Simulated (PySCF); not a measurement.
## [Cd(Br)2] (charge 0, multiplicity 1)

Calculation: TPSSh-D3(BJ)/def2-TZVP // PBE-D3(BJ)/def2-SVP (PySCF).

```
Quantity                                                  Value
-------------------------------------  ------------------------
HOMO                                                   -7.72 eV
dipole moment                                         0.000 e·Å
HOMO–LUMO gap                                           4.95 eV
LUMO                                                   -2.77 eV
charge on the central atom (Mulliken)                    0.73 e
total energy                                      -144654.46 eV
cost                                   roughly 100 core-seconds
```

```xyz
3

Cd     0.0000     0.0000     0.0000
Br    -0.5817     0.0724     2.3478
Br     0.5817    -0.0724    -2.3478
```
